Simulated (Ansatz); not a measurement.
Computed with Ansatz on PBE0-D4/def2-TZVP structures; ΔE is electronic, products minus reactants. CCSD(T)/CBS is the MP2 limit (def2-TZVPP, def2-QZVPP) plus CCSD(T) − MP2 in def2-TZVPP, frozen cores. def2 core potentials past Kr. For Sn outer-core shells are correlated without core-valence functions, which leaves a few kJ/mol of doubt a bond. One conformer a species, not always the lowest.

Consider the redistribution: `[SiH3][SnH]([Cl])[Cl]` + `CSB(F)F` → `C[S][SnH]([Cl])[Cl]` + `FB(F)[SiH3]`.

```json
{"species": "`[SiH3][SnH]([Cl])[Cl]`", "CCSD(T)/CBS(def2) energy (Eh)": "-1425.15460"}
{"species": "`CSB(F)F`", "CCSD(T)/CBS(def2) energy (Eh)": "-662.16308"}
{"species": "`C[S][SnH]([Cl])[Cl]`", "CCSD(T)/CBS(def2) energy (Eh)": "-1571.93325"}
{"species": "`FB(F)[SiH3]`", "CCSD(T)/CBS(def2) energy (Eh)": "-515.36446"}
```

Q: Work out ΔE.

A: ΔE = (-1571.93325) + (-515.36446) − (-1425.15460) − (-662.16308) = 0.01997 Eh = +12.5 kcal/mol.

Largest T1 diagnostic among the species: 0.014.

The D4 term adds −0.9 kcal/mol with B3LYP and −0.5 kcal/mol with PBE0; it sums over pairs of atoms, weighted by their polarisabilities, and B3LYP, whose exchange is more repulsive, gets the larger term. At CCSD(T), def2-SVP lies +2.5 kcal/mol from the extrapolated value and def2-TZVPP +0.6 kcal/mol. From BLYP to BHLYP (50 % exact exchange), in def2-TZVPP and without D4, ΔE moves by +0.8 kcal/mol.

B3LYP here is the variant with VWN-RPA as its local correlation; programs differ in this.
